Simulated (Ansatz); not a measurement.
C2H9NOSi can be A, `C[SiH2]NCO`, or B, `CN[SiH](C)O`.

Computed with Ansatz on PBE0-D4/def2-TZVP structures; ΔE is electronic, products minus reactants. CCSD(T)/CBS adds triple-zeta CCSD(T) − MP2 to the extrapolated MP2 energy (def2 sets, frozen cores). Functionals use def2-TZVPP. B3LYP here is the variant with VWN-RPA as its local correlation; programs differ in this. One conformer a species, not always the lowest.

Problem. Which is lower in electronic energy at CCSD(T)/CBS, and by how much? (Estimate.)

Solution. Computed: B, by 170.9 kJ/mol.

Problem. Give E(B) − E(A) in kJ/mol with MP2/def2-TZVPP, r2SCAN-D4, ωB97M-V, B3LYP-D4, PBE0-D4, HF/def2-TZVPP, PBE-D4. (Best estimate.)

Solution. The calculation gave: MP2/def2-TZVPP -174.2, r2SCAN-D4 -167.5, ωB97M-V -167.7, B3LYP-D4 -166.3, PBE0-D4 -161.1, HF/def2-TZVPP -169.0, PBE-D4 -156.1. None reverses the order clearly.

Largest T1 diagnostic: 0.011.

From PBE to PBE0 (25 % exact exchange), in def2-TZVPP and without D4, E(B) − E(A) moves by −5.2 kJ/mol.
